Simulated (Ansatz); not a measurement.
Geometry optimisation, Ansatz, RKS PBE/6-31G.

Input:

```yaml
crystal:
  periodic: [false, false, false]
  atoms:
    - { symbol: Si, position_ang: [0.0, 0.0, 0.0] }
    - { symbol: H, position_ang: [0.0, 0.0, 1.46] }
    - { symbol: F, position_ang: [1.4994, 0.0, -0.5295] }
    - { symbol: "N", position_ang: [-0.8572, 1.4851, -0.6061] }
    - { symbol: C, position_ang: [-2.2719, 1.4087, -0.9981] }
    - { symbol: H, position_ang: [-2.8245, 0.7784, -0.2704] }
    - { symbol: H, position_ang: [-2.7088, 2.429, -1.0098] }
    - { symbol: H, position_ang: [-2.3521, 0.9607, -2.0106] }
    - { symbol: C, position_ang: [-0.1354, 2.762, -0.7039] }
    - { symbol: H, position_ang: [-0.2436, 3.1711, -1.73] }
    - { symbol: H, position_ang: [-0.5567, 3.4827, 0.0276] }
    - { symbol: H, position_ang: [0.9399, 2.5975, -0.4831] }
    - { symbol: H, position_ang: [-0.6877, -1.1914, -0.4862] }
basis:
  gaussian: { orbitals: "6-31G" }
hamiltonian:
  xc: pbe
relax:
  f_tol: 0.02
  max_steps: 40
```

Command:

```bash
$ ansatz run input.yaml --threads 1 --pin off --max-ram 2048MiB --backend cpu --events-out ev --progress --plain --runs-dir out
```

**Question.** Where does it end, and by what steps?

**Answer.** It converged. Limits of this set-up: no polarisation functions. After 11 steps the energy has fallen by 0.757 eV; F3 moved furthest, 1.10 Å.

| step | energy less start (eV) | largest force component (eV/Å) | accepted |
| --- | --- | --- | --- |
| 0 | 0.0000 | 4.409 | yes |
| 1 | -0.3351 | 2.542 | yes |
| 2 | -0.4850 | 0.389 | yes |
| 3 | -0.5428 | 0.302 | yes |
| 4 | -0.5881 | 0.803 | yes |
| 5 | -0.6761 | 0.394 | yes |
| 6 | -0.7021 | 0.612 | yes |
| 7 | -0.7510 | 0.104 | yes |
| 8 | -0.7502 | 0.227 | no |
| 9 | -0.7545 | 0.034 | yes |
| 10 | -0.7564 | 0.034 | yes |
| 11 | -0.7565 | 0.009 | yes |

```xyz
13
Properties=species:S:1:pos:R:3
Si -0.024 0.030 0.070
H 0.928 0.482 1.149
F 0.956 -0.766 -1.110
N -0.874 1.464 -0.489
C -2.164 1.382 -1.186
H -2.605 0.382 -1.042
H -2.868 2.132 -0.778
H -2.064 1.563 -2.275
C -0.230 2.782 -0.534
H 0.047 3.080 -1.566
H -0.911 3.555 -0.127
H 0.686 2.773 0.079
H -1.076 -0.975 0.468
```

Run time: 51 s on 1 thread of Arm Neoverse V2, with other jobs on the host, peak memory 0.17 GiB.
